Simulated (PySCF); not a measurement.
Compound: C6H7S (doublet state).
Structure used (GFN2-xTB), in Å, numbered top down from 1:
```xyz
14
C6H7S angstrom
C      2.767    0.453   -0.506
C      1.475    0.172   -0.204
C      0.961   -0.778    0.706
C     -0.422   -0.797    0.762
C     -1.038    0.108   -0.074
C     -2.491    0.342   -0.255
S      0.128    1.027   -0.973
H      3.025    1.207   -1.226
H      3.567   -0.079   -0.025
H      1.607   -1.412    1.285
H     -0.985   -1.457    1.401
H     -2.785    0.168   -1.291
H     -2.750    1.372   -0.009
H     -3.060   -0.326    0.388
```

The hyperfine couplings belong to this conformer and change with its torsions.

As a line formula: `[CH2]c1ccc(C)s1` [radical].

Theory: UKS B3LYP, pcH-1 on C H S, non-relativistic, mean-field spin-orbit, GIAO (PySCF 2.14.0). Geometry: GFN2-xTB; no solvent, vibrations or thermal averaging. The geometry wasn't refined by DFT: couplings that depend on bond lengths, twists or pyramidal angles can differ widely from those at the functional's own minimum. Stability of the SCF solution: not tested. ⟨S²⟩ is 0.780 where a pure state has 0.75.

(1) Where do the isotropic ENDOR lines of C1, C2, C5, C3, C4, C6, H8, H9 and H10 fall at 335.7 mT, to first order?

(2) Which pairs are centred on the nuclear Larmor frequency, and which on half the coupling?

(3) At what field would the lower line of C5 fall to zero frequency?

Answers

(1) For S = 1/2 in fast tumbling each set of equivalent nuclei gives two lines, ν± = |νn ± a/2| to first order, with νn = g_N μN B/h and μN/h = 7.62259 MHz/T.

```json
{"nuclei": "C1", "isotope": "13C", "g_N": "1.4048", "νn (MHz)": "3.59", "a_iso (MHz)": "48.15", "lower line (MHz)": "20.48", "upper line (MHz)": "27.67"}
{"nuclei": "C2", "isotope": "13C", "g_N": "1.4048", "νn (MHz)": "3.59", "a_iso (MHz)": "-41.46", "lower line (MHz)": "17.14", "upper line (MHz)": "24.33"}
{"nuclei": "C5", "isotope": "13C", "g_N": "1.4048", "νn (MHz)": "3.59", "a_iso (MHz)": "37.03", "lower line (MHz)": "14.92", "upper line (MHz)": "22.11"}
{"nuclei": "C3", "isotope": "13C", "g_N": "1.4048", "νn (MHz)": "3.59", "a_iso (MHz)": "35.21", "lower line (MHz)": "14.01", "upper line (MHz)": "21.20"}
{"nuclei": "C4", "isotope": "13C", "g_N": "1.4048", "νn (MHz)": "3.59", "a_iso (MHz)": "-27.99", "lower line (MHz)": "10.40", "upper line (MHz)": "17.59"}
{"nuclei": "C6", "isotope": "13C", "g_N": "1.4048", "νn (MHz)": "3.59", "a_iso (MHz)": "-13.46", "lower line (MHz)": "3.14", "upper line (MHz)": "10.33"}
{"nuclei": "H8", "isotope": "1H", "g_N": "5.5857", "νn (MHz)": "14.29", "a_iso (MHz)": "-37.39", "lower line (MHz)": "4.40", "upper line (MHz)": "32.99"}
{"nuclei": "H9", "isotope": "1H", "g_N": "5.5857", "νn (MHz)": "14.29", "a_iso (MHz)": "-36.59", "lower line (MHz)": "4.00", "upper line (MHz)": "32.59"}
{"nuclei": "H10", "isotope": "1H", "g_N": "5.5857", "νn (MHz)": "14.29", "a_iso (MHz)": "-25.55", "lower line (MHz)": "1.52", "upper line (MHz)": "27.07"}
```

The rows for 13C, of low natural abundance, apply to labelled samples.

(2) Centred on νn, since |a| < 2νn: H10. Centred on |a|/2 and split by 2νn: C1, C2, C5, C3, C4, C6, H8 and H9.

(3) Where νn = |a|/2, that is B = 18.51 MHz/(1.4048 × 7.62259 MHz/T) = 1730 mT, as far as first order holds there.

Couplings of abundant isotopes left out: H12/H13/H14 (28.4 MHz) and H11 (6.2 MHz).

H8 and H9 aren't averaged: C1 is flat or nearly so (angle sum 360°), and its turn about the short C1–C2 bond (1.36 Å) is taken as slow.

The Mulliken spin populations are largest on C1 (+0.61), C3 (+0.40), C5 (+0.35) and C2 (-0.20). Three atoms exceed +0.15. The positive populations add up to 1.45 and the negative ones to -0.45, together 2S = 1. The angles at C1 add up to 360.0°, so it is planar.
